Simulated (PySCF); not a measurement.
A structure optimised at PBE-D3(BJ)/def2-SVP, used in a PySCF frequency run:

```
In
I 1 2.7743
I 1 2.7743 2 123.35
```
Charge 0, spin multiplicity 2.

Task: Write its SMILES, formula and point group.

Result: [I][In][I], I2In, C2v

Task: What are its rotational constants (standard atomic weights)?

Result: 3.6888, 0.33387, 0.30616 GHz
